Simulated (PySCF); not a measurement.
# As²⁺: ionisation energy

As²⁺ [Ar] 3d10 4s2 4p1 (2P) → As³⁺ [Ar] 3d10 4s2 (1S), as a difference of total energies. All numbers are calculated (PySCF 2.14, a scalar-relativistic core potential, in aug-cc-pwCVTZ-PP with ECP10MDF (8s7p6d4f1g, 96 functions)). Correlated levels: valence: 3s2 3p6 3d10 frozen; valence and next inner shell: nothing frozen outside the core potential. The calculations carry no spin-orbit coupling.

```tsv
method	ionisation energy (eV)	difference from reference (eV)
UHF	27.490	-0.859
LDA	28.145	-0.204
PBE	27.987	-0.362
PBE0	28.043	-0.306
r2SCAN	28.280	-0.069
M06-L	27.830	-0.519
B2PLYP	27.950	-0.399
wB97X-V	27.885	-0.464
PBEsol	27.988	-0.361
MP2 (valence)	27.762	-0.587
SCS-MP2 (valence)	27.752	-0.597
MP2 (valence and next inner shell)	27.972	-0.377
SCS-MP2 (valence and next inner shell)	27.903	-0.446
```

Reference: 28.349 ± 0.012 eV (measured; NIST Atomic Spectra Database, ionization energies).

The reference lies between the lowest fine-structure levels, while these numbers refer to the centres of the terms.

Errors of the correlated levels include the incompleteness of this basis and the frozen core.
